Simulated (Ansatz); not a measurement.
Basis sets compared for triphenyltelluronium hexafluoroantimonate, `[F][Sb-]([F])([F])([F])([F])[F].c1ccc([Te+](c2ccccc2)c2ccccc2)cc1`. Total charge 0; singlet. Geometry PBE-D4/def2-SVP. Ansatz on 2 threads of AMD EPYC 7R13 on a shared host and a share (18 GiB) of an NVIDIA H100 80GB HBM3; times are rough, and most runs start from earlier orbitals.

```xyz
41

F     2.2546    4.4510   -1.7889
Sb    3.1289    2.8795   -1.0806
F     3.9234    2.4370   -2.7818
F     1.5025    1.8142   -1.5762
F     4.6724    3.8379   -0.4427
F     3.7752    1.1717   -0.3383
F     2.1647    3.1519    0.6152
C    -3.3939    2.7802   -0.2652
C    -3.4375    1.4394    0.1509
C    -2.2464    0.7349    0.3865
C    -1.0189    1.3898    0.1860
Te    0.8513    0.3834    0.5254
C     0.8526   -0.9889   -1.1224
C    -0.2991   -1.6951   -1.5022
C    -0.2246   -2.5694   -2.5977
C     0.9860   -2.7275   -3.2929
C     2.1257   -2.0068   -2.9030
C     2.0682   -1.1224   -1.8138
C    -0.0101   -1.0257    1.9233
C     0.1409   -2.4140    1.7576
C    -0.3389   -3.2846    2.7506
C    -0.9581   -2.7723    3.9020
C    -1.0952   -1.3834    4.0684
C    -0.6165   -0.5060    3.0839
C    -0.9571    2.7346   -0.2188
C    -2.1594    3.4241   -0.4433
H    -4.3307    3.3289   -0.4465
H    -4.4043    0.9341    0.2994
H    -2.2851   -0.3068    0.7396
H    -1.2505   -1.5688   -0.9648
H    -1.1222   -3.1251   -2.9106
H     1.0374   -3.4130   -4.1524
H     3.0711   -2.1193   -3.4552
H     2.9497   -0.5305   -1.5227
H     0.6239   -2.8252    0.8577
H    -0.2255   -4.3722    2.6187
H    -1.3335   -3.4584    4.6762
H    -1.5767   -0.9772    4.9718
H    -0.7316    0.5816    3.2236
H     0.0076    3.2409   -0.3562
H    -2.1202    4.4775   -0.7606
```

In the def2 sets Sb, Te take a core potential; there is no spin–orbit coupling. Single mean-field runs in def2-SVP, def2-TZVP are fitted with def2-universal-jkfit.

Binding counts from free atoms (F doublet, Sb quartet, C triplet, Te triplet, H doublet) in the same basis, without a counterpoise term.

```csv
level,functions,energy (Eh),HOMO (eV),LUMO (eV),binding per atom (eV),wall time
PBE-D4/def2-SVP,463,-1799.9857,-6.87,-2.93,5.03,13 s
PBE0-D4/def2-SVP,463,-1800.0516,-7.92,-2.15,4.88,14 s
```

Q: Estimate the rows for PBE-D4/def2-TZVP (with forces), PBE0-D4/def2-TZVP.

A: 
```
                         level  functions  energy (Eh)  HOMO (eV)  LUMO (eV)  binding per atom (eV)  wall time
PBE-D4/def2-TZVP (with forces)        934   -1801.5180      -6.94      -3.18                   4.98       14 s
             PBE0-D4/def2-TZVP        934   -1801.5702      -7.93      -2.27                   4.83       13 s
```
